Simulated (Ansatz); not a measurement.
Diatomic BeSi+, multiplicity 4 (an upper state: multiplicity 2 came lower at CCSD(T)/def2-TZVPP on PBE0 minima).

The constants come from a fifth-degree fit in 1/R (seven points, main isotopes). In def2 and cc sets the state is the lowest found near the PBE0 minimum, followed along R.

Correlated levels freeze the inner cores; with def2 sets outer-core shells near the valence are correlated too.

The values were computed with Ansatz (a first-principles code) with Gaussian orbitals. Values without a source in brackets are computed.

| level | r_e (Å) | ω_e (cm⁻¹) | ω_e x_e (cm⁻¹) |
|---|---|---|---|
| PBE/def2-TZVPP | 2.039 | … | 5.4 |
| PBE0/def2-TZVPP | 2.017 | 693 | 5.6 |
| wB97X-V/def2-TZVPP | 2.003 | 718 | 5.8 |
| CCSD/def2-TZVPP | 2.025 | 689 | 5.9 |
| CCSD(T)/def2-TZVPP | … | … | 5.4 |

Q: What belongs in the gaps?

A: 
- CCSD(T)/def2-TZVPP, r_e (Å): 2.033
- CCSD(T)/def2-TZVPP, ω_e (cm⁻¹): 678
- PBE/def2-TZVPP, ω_e (cm⁻¹): 658
